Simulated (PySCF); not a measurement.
The same groups moved round the core (cyclohexane cyano+boryl). All species are isolated molecules in the gas phase. One relaxed conformer stands for each flexible species; it need not be the lowest. Strings in code marks are SMILES.

The HOMO–LUMO gap from two functionals at the same geometries (PBE0-D3(BJ)/def2-SVP), both in PySCF: PBE-D3(BJ)/def2-TZVP and TPSSh-D3(BJ)/def2-TZVP. 

| species | PBE-D3(BJ)/def2-TZVP (eV) |
|---|---|
| `BC1(C#N)CCCCC1` | 4.41 |
| `B[C@H]1CC[C@@H](C#N)CC1` | 4.64 |
| `B[C@H]1CC[C@H](C#N)CC1` | 4.74 |
| `C1CC[C@@H](C#N)C[C@@H]1B` | 4.78 |
| `C(#N)[C@H]1CCCC[C@H]1B` | 4.60 |
| `N#C[C@H]1[C@@H](CCCC1)B` | 4.60 |

Task: What does TPSSh-D3(BJ)/def2-TZVP give for each?

Result: 
- `BC1(C#N)CCCCC1`: 5.59
- `B[C@H]1CC[C@@H](C#N)CC1`: 5.89
- `B[C@H]1CC[C@H](C#N)CC1`: 5.98
- `C1CC[C@@H](C#N)C[C@@H]1B`: 6.04
- `C(#N)[C@H]1CCCC[C@H]1B`: 5.85
- `N#C[C@H]1[C@@H](CCCC1)B`: 5.84
Over these rows, drawn at random from the members with no instability flagged (it was tested for open shells, ions and some series alone), PBE minus TPSSh-D3(BJ): mean -1.24 eV, from -1.26 eV to -1.18 eV.
